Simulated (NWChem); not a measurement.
CH$_{4}$MgO; SMILES [CH3][Mg][OH]

```xyz
7

Mg     0.3156     0.1726    -0.0001
C      0.2926    -1.9210    -0.0001
H      1.1974    -2.3404    -0.4890
H     -0.5893    -2.3222    -0.5432
H      0.2570    -2.3312     1.0314
O      0.4659     1.9614     0.0019
H      0.1106     2.8565    -0.0023
```
Atoms are numbered in this order, from 1.

All runs: NWChem. Structure relaxed at the PBE-D3(BJ)/def2-SVP level. Level: PBE0/Sadlej pVTZ; rows give the wavelength of the field.

Problem. Order these by “isotropic polarisability (bohr³)”, lowest first: 1065 nm; static; 589 nm.

Solution. static (45.0), 1065 nm (45.8), 589 nm (47.8)
